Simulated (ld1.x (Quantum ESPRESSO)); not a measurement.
What the settings do to the TM potential of titanium

Base potential:

titanium (Ti), norm-conserving Troullier–Martins (Kleinman–Bylander form), made with ld1.x (Quantum ESPRESSO) 7.5 (PBE, scalar-relativistic). Core [Ar], reference 3d2 4s2 4p0. Waves: 4p (bound, empty): rc 2.90 bohr; 3d (bound): rc 2.55 bohr; 4s (bound): rc 2.25 bohr. Local part: the s channel. Core correction: none.

Cutoffs, loose and tight: the cutoffs (Ry, on a coarse ladder) from which the occupation-weighted sum of valence levels, in a spherical-Bessel basis at the reference potential, stays within 10 and 1 mRy of its value at 400 Ry. They do not see the model core or the augmentation charge, which bear on the density cutoff. Test errors are all-electron minus pseudo excitation energies from the reference, over the configurations 3d2 4s1 4p0; 3d2 4s0 4p0; 3d1 4s0 4p0; 3d1 4s2 4p0; 3d1 4s2 4p1; 3d2 4s1.5 4p0; 3d2.5 4s1.5 4p0. A dash means not determined; rows that change the core or the reference have their own tests.

| change | outcome | cutoff, loose | cutoff, tight | bound ghosts | largest test error (meV) |
| --- | --- | --- | --- | --- | --- |
| base | generated | 35 Ry | 45 Ry | none | +489 |
| fully relativistic | generated | 35 Ry | 45 Ry | none | +490 |
| core [Ne] 3s2, valence charge 10; reference 3p6 3d2 4s1 4p0; waves now 3p (bound): rc 1.55 bohr; 3d (bound): rc 2.05 bohr; 4s (bound): rc 2.65 bohr | generated | 50 Ry | 80 Ry | none | -909 |
| wave 4s (bound): rc 2.25 bohr becomes 4s (bound): rc 3.32 bohr | generated | 35 Ry | 45 Ry | none | +416 |
| reference 3d2 4s1 4p0 | generated | 40 Ry | 45 Ry | none | +142 over the solved tests; 1 of 7 tests not solved or not reliable |
| core correction a·sin(br)/r model core inside 1.32 bohr | generated | 35 Ry | 45 Ry | none | -312 |
| wave 4p (bound): rc 2.90 bohr becomes 4p (bound): rc 2.82 bohr | generated | 35 Ry | 45 Ry | none | +489 |

Problem. What comes out with this change to the base: wave 3d (bound): rc 2.55 bohr becomes 3d (bound): rc 3.38 bohr?

Solution. outcome: generated; cutoff, loose: 25 Ry; cutoff, tight: 30 Ry; bound ghosts: none; largest test error (meV): +860.
